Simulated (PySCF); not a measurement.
Bond curve of KS

Set-up: K x2c-SVPall, S x2c-SVPall; spin-free X2C with a Gaussian nucleus (PySCF 2.14). Energies in eV from K + S in their ground configurations at the same level. State: ²Π (doublet), unpaired electrons π ↑.

All columns are PBE0. A positive dipole means K(−)S(+).

```csv
R (Å),E (eV),μ (D),Mulliken charge on K (basis-dependent),HOMO (eV),LUMO (eV),Mayer bond order,⟨S²⟩
2.429,-1.903,-8.07,0.57,-4.61,-2.08,0.78,0.75
2.542,-2.213,-8.51,0.58,-4.54,-1.92,0.77,0.75
2.655,-2.379,-8.94,0.58,-4.39,-1.78,0.77,0.75
2.739,-2.436,-9.25,0.58,-4.29,-1.68,0.78,0.75
2.824,-2.452,-9.55,0.57,-4.20,-1.59,0.78,0.75
2.909,-2.437,-9.84,0.56,-4.12,-1.50,0.79,0.75
3.022,-2.382,-10.23,0.55,-4.01,-1.53,0.80,0.76
3.163,-2.277,-10.71,0.54,-3.88,-1.61,0.80,0.76
3.332,-2.118,-11.26,0.54,-3.75,-1.70,0.80,0.76
3.558,-1.880,-11.94,0.54,-3.60,-1.83,0.78,0.77
```

A fit through these points gives, at Re = 2.821 Å, μ = -9.54 D and dμ/dR = -3.53 D/Å; the reduced mass is 17.56 u.

Question: How strong is the fundamental in the double-harmonic approximation, I = 42.26·(dμ/dR)²/μred km/mol?

Answer: I = 42.26·(-3.53)²/17.56 = 30.0 km/mol at PBE0.

The state is the lowest determinant that a PBE0 search found; another state may lie lower at other levels.
